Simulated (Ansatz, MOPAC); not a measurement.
Molecule: C3HO (charge -1, singlet). SMILES: [C-]#CC=O

Atoms: C1, C2, C3, O4, H5. Bonds: C1-C2, C2-C3, C3-O4, C3-H5.

Bond lengths (Å) and angles (degrees) optimised at PM6 with MOPAC; PM7 with MOPAC; MNDO with MOPAC; HF/STO-3G with Ansatz (an electronic-structure program); HF/6-31G* with Ansatz; B3LYP/6-31G* with Ansatz, each started from the B3LYP-D3(BJ)/def2-TZVP structure (Ansatz) of the last column. A row stands for all coordinates that are equal there. 6-31G* holds six Cartesian d functions. No wavenumbers were computed at MNDO, HF/STO-3G, so these may be saddle points.

```csv
coordinate,PM6,PM7,MNDO,HF/STO-3G,HF/6-31G*,B3LYP/6-31G*,B3LYP-D3(BJ)/def2-TZVP
C1-C2,1.304,1.305,1.232,1.210,1.235,1.259,1.247
C2-C3,1.374,1.373,1.399,1.427,1.412,1.408,1.406
C3-O4,1.243,1.233,1.237,1.238,1.211,1.241,1.233
C3-H5,1.115,1.113,1.127,1.119,1.102,1.125,1.117
C1-C2-C3,180.0,179.6,178.4,178.5,174.8,175.5,173.8
C2-C3-O4,128.7,127.9,128.5,128.9,129.1,129.2,128.7
C2-C3-H5,116.1,117.6,114.4,114.8,113.7,113.8,113.8
O4-C3-H5,115.2,114.4,117.1,116.3,117.1,117.1,117.4
```

Mean signed difference of all 4 bond lengths from B3LYP-D3(BJ)/def2-TZVP: PM6 0.009 Å, PM7 0.005 Å, MNDO -0.002 Å, HF/STO-3G -0.002 Å, HF/6-31G* -0.010 Å, B3LYP/6-31G* 0.008 Å.
